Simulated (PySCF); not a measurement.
**Which functional comes closest?**

Molecule: SMILES C=C[S@OH30](F)(F)(F)(F)F, C2H3F5S.

Atom-mapped SMILES (the numbers label the heavy atoms): `[CH2:1]=[CH:2][S@OH30:3]([F:4])([F:5])([F:6])([F:7])[F:8]`. Each H is labelled by its parent atom. Ha(C1) is cis to S3; Hb(C1) is trans to S3.

Geometry PBE0-D3(BJ)/def2-SVP throughout; GIAO in PySCF, gas phase, one conformer, non-relativistic; equivalent atoms averaged; basis pcSseg-1.

Reference values (measured; solution, not stated per compound (mostly CDCl3 or CCl4); Pretsch, Buehlmann, Badertscher, Structure Determination of Organic Compounds, 4th ed. (2009)): δ(H(C2)) = 6.63 ppm, δ(Hb(C1)) = 5.64 ppm, δ(Ha(C1)) = 5.96 ppm. Computed shifts are taken against TMS, calculated as an isolated molecule at each level.

Question: How do the functionals HF, LDA, PBE, B3LYP, PBE0, BHandHLYP, CAM-B3LYP, LC-wPBE perform against the reference? Times are CPU seconds on shared hosts with different chips, so compare them loosely; the GGAs took longer than the global hybrids here, which isn't the general rule, and the cause wasn't traced.

Answer: 
| functional | kind | H(C2) | Hb(C1) | Ha(C1) | mean abs. error H | core-s |
| --- | --- | --- | --- | --- | --- | --- |
| HF | Hartree–Fock | 6.71 | 6.42 | 6.65 | 0.52 | 8.2 |
| LDA | LDA | 6.90 | 6.06 | 6.28 | 0.34 | 16 |
| PBE | GGA | 6.77 | 5.88 | 6.14 | 0.19 | 20 |
| B3LYP | global hybrid | 6.73 | 5.97 | 6.23 | 0.23 | 17 |
| PBE0 | global hybrid | 6.78 | 6.12 | 6.35 | 0.34 | 16 |
| BHandHLYP | global hybrid | 6.73 | 6.18 | 6.42 | 0.37 | 16 |
| CAM-B3LYP | range-separated hybrid | 6.73 | 6.10 | 6.36 | 0.32 | 16 |
| LC-wPBE | range-separated hybrid | 6.76 | 6.29 | 6.54 | 0.45 | 21 |

For 1H the closest is PBE (0.19 ppm) and the furthest HF (0.52 ppm). One molecule is a small sample, and vibrational and solvent effects are absent from the calculation.
